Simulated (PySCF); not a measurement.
Molecule: In(OH)2(OMe), SMILES C[O][In]([OH])[OH] (CH5InO3). Atoms near the plane z = 1.0 Å, at the B3LYP/def2-SVP optimised geometry (x, y, z in Å): In1 (-0.9, 0.3, 0.0), O2 (-1.8, -1.5, 0.0), H3 (-1.2, -2.2, 0.0), O4 (-2.0, 2.0, 0.0), H5 (-2.9, 1.8, 0.0), O6 (1.1, 0.3, 0.0), C7 (1.9, 1.5, 0.0), H8 (1.7, 2.1, 1.0), H9 (2.9, 1.2, 0.0).

Method: PySCF 2.14.0 with B3LYP/def2-TZVP, def2 effective core potentials past Kr. The core electrons that the potentials of In replace are not part of the density. The values are rescaled to run from 0 to 1.

```
|000000000000000000000000000|
|000000000000000000000000000|
|000000000000000000000000000|
|000000000000000000000000000|
|000000012100000013310000000|
|000000134420000278872000000|
|000000256630000699994000000|
|000011367641000799994000000|
|000022367630000399993100000|
|000022346520000059973333000|
|000001123211111012443565100|
|000000011111113431112564000|
|000000001122114664100131000|
|000000001112113676200000000|
|000000011111111466300000000|
|000000234421100234200000000|
|000002567641000011000000000|
|000003677631000000000000000|
|000003565431000000000000000|
|000001333222000000000000000|
|000000010111000000000000000|
|000000000000000000000000000|
|000000000000000000000000000|
|000000000000000000000000000|
|000000000000000000000000000|
|000000000000000000000000000|
|000000000000000000000000000|
```
Scale: ten equal steps from 0.000 (start of '0') to 1.00 (end of '9'), in the order '0123456789'; x runs from -5.00 to 5.00, y from -5.00 (bottom) to 5.00 (top).

Which quantity is mapped?
A. electron localisation function
B. electrostatic potential
C. Laplacian of the electron density
D. an orbital amplitude

A, electron localisation function
